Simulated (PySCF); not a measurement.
## How far are cheaper levels from CCSD(T)/CBS for GaF⁺?

PySCF; the state is a doublet (σ ↑). The composite is CCSD(T) extrapolated to the basis-set limit from two correlation-consistent sets, with core-valence (CV) and scalar-relativistic (SR) terms as its label shows; it has no spin–orbit coupling and nothing beyond (T). Here it is CCSD(T)/CBS(DT). It gives Re = 1.687 Å, ωe = 745 cm⁻¹ and De = 1.42 eV to Ga⁺ + F.

| level | basis | relativity | Re (Å) | ωe (cm⁻¹) | De (eV) |
| --- | --- | --- | --- | --- | --- |
| UHF-CCSD | aug-cc-pVDZ-PP/aug-cc-pVDZ | scalar-relativistic core potentials | 1.710 | 734 | 1.23 |
| UHF-CCSD(T) | aug-pcseg-1 | no relativity | 1.726 | 721 | 1.60 |
| UHF-CCSD(T) | def2-TZVPPD | no relativity | 1.699 | 752 | 1.64 |
| PBE | def2-TZVPPD | no relativity | 1.733 | 663 | 1.86 |
| r²SCAN | def2-TZVPPD | no relativity | 1.703 | 729 | 1.92 |
| PBE0 | aug-pcseg-1 | no relativity | 1.732 | 684 | 1.53 |
| PBE0 | cc-pVTZ-PP/cc-pVTZ | scalar-relativistic core potentials | 1.707 | 702 | 1.46 |
| PBE0 | def2-TZVPPD | no relativity | 1.706 | 717 | 1.62 |
| M06-2X | aug-pcseg-1 | no relativity | 1.728 | 712 | 1.56 |
| CAM-B3LYP | aug-pcseg-1 | no relativity | 1.730 | 687 | 1.46 |

**Question.** Give the difference of each row from the composite.

**Answer.** 

```csv
level,basis,ΔRe (pm),Δωe (%),ΔDe (eV)
UHF-CCSD,aug-cc-pVDZ-PP/aug-cc-pVDZ,+2.3,-1.5,-0.19
UHF-CCSD(T),aug-pcseg-1,+3.9,-3.2,+0.18
UHF-CCSD(T),def2-TZVPPD,+1.2,+0.9,+0.22
PBE,def2-TZVPPD,+4.6,-11.0,+0.44
r²SCAN,def2-TZVPPD,+1.6,-2.1,+0.50
PBE0,aug-pcseg-1,+4.5,-8.2,+0.11
PBE0,cc-pVTZ-PP/cc-pVTZ,+2.0,-5.8,+0.04
PBE0,def2-TZVPPD,+1.9,-3.8,+0.20
M06-2X,aug-pcseg-1,+4.1,-4.4,+0.14
CAM-B3LYP,aug-pcseg-1,+4.3,-7.8,+0.04
```

**Question.** Which rows come closest in De?

**Answer.** PBE0 in cc-pVTZ-PP/cc-pVTZ (+0.04 eV); CAM-B3LYP in aug-pcseg-1 (+0.04 eV), counted from the composite.

Correlated steps freeze the inner cores (5 to 10 orbitals); shallow outer-core shells are correlated. Correlated levels converge slowly with the basis: in double zeta they bind strong bonds too weakly, by up to about 1 eV, and carry superposition errors of some tenths. Spin–orbit coupling is left out. For an ion De counts to the pair picked by the measured ionisation energies or electron affinities, which need not be the lowest pair at this level. The state is the lowest determinant that a PBE0 search found; another state may lie lower at other levels.
